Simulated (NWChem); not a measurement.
System meant: AlSiH$_{3}$O$_{2}$F$_{2}$; SMILES [OH][Al]([SiH](F)F)[OH]

The following NWChem deck was run.

```
start job
memory heap 200 mb stack 900 mb global 1100 mb
geometry units angstroms noautoz
  Si    -0.452725     1.336878    -0.021626
  F      0.188732     2.016340     1.326687
  F      0.311539     2.015842    -1.304549
  Al     0.003763    -1.061426    -0.000347
  O     -1.364723    -2.094129    -0.040236
  O      1.648435    -1.532865     0.052036
  H     -1.887350     1.781335    -0.088577
  H     -1.380058    -3.063109    -0.038026
  H      2.028680    -2.423523     0.066656
end
basis spherical
  Si library def2-svp
  F library def2-svp
  Al library def2-svp
  O library def2-svp
  H library def2-svp
end
dft
  odft
  mult 2
  xc xpbe96 cpbe96
  iterations 150
  mulliken
end
task dft energy
```

End of the output:

```
 Summary of "ao basis" -> "" (spherical)
 ------------------------------------------------------------------------------
       Tag                 Description            Shells   Functions and Types
 ---------------- ------------------------------  ------  ---------------------
 Si                         def2-svp                 8       18   4s3p1d
 F                          def2-svp                 6       14   3s2p1d
 Al                         def2-svp                 8       18   4s3p1d
 O                          def2-svp                 6       14   3s2p1d
 H                          def2-svp                 3        5   2s1p

  pbe96 is a nonlocal functional; adding pw91lda local functional.

                                 NWChem DFT Module
                                 -----------------

 Summary of "ao basis" -> "ao basis" (spherical)
 ------------------------------------------------------------------------------
       Tag                 Description            Shells   Functions and Types
 ---------------- ------------------------------  ------  ---------------------
 Si                         def2-svp                 8       18   4s3p1d
 F                          def2-svp                 6       14   3s2p1d
 Al                         def2-svp                 8       18   4s3p1d
 O                          def2-svp                 6       14   3s2p1d
 H                          def2-svp                 3        5   2s1p

  number of electrons :                   64
  multiplicity        :                    2
 ------------------------------------------------------------------------
  no. of electrons and multiplicity not compatible                  64
 ------------------------------------------------------------------------
 ------------------------------------------------------------------------
  current input line :
    28: task dft energy
 ------------------------------------------------------------------------
 ------------------------------------------------------------------------
 There is an error in the input file
 ------------------------------------------------------------------------
 For more information see the NWChem manual at https://nwchemgit.github.io

0: no. of electrons and multiplicity not compatible:Received an Error in Communication
```

### Question
Find the fault in this run and fix the input.

### Answer
The input was rejected before any calculation. Cause: the multiplicity doesn't fit the number of electrons (an even count wants an odd multiplicity, and the reverse). This input runs:
```
start job
memory heap 200 mb stack 900 mb global 1100 mb
geometry units angstroms noautoz
  Si    -0.452725     1.336878    -0.021626
  F      0.188732     2.016340     1.326687
  F      0.311539     2.015842    -1.304549
  Al     0.003763    -1.061426    -0.000347
  O     -1.364723    -2.094129    -0.040236
  O      1.648435    -1.532865     0.052036
  H     -1.887350     1.781335    -0.088577
  H     -1.380058    -3.063109    -0.038026
  H      2.028680    -2.423523     0.066656
end
basis spherical
  * library def2-svp
end
dft
  xc xpbe96 cpbe96
  iterations 150
  mulliken
end
task dft energy
```
It converges to -883.00459 Ha (PBE/def2-SVP).
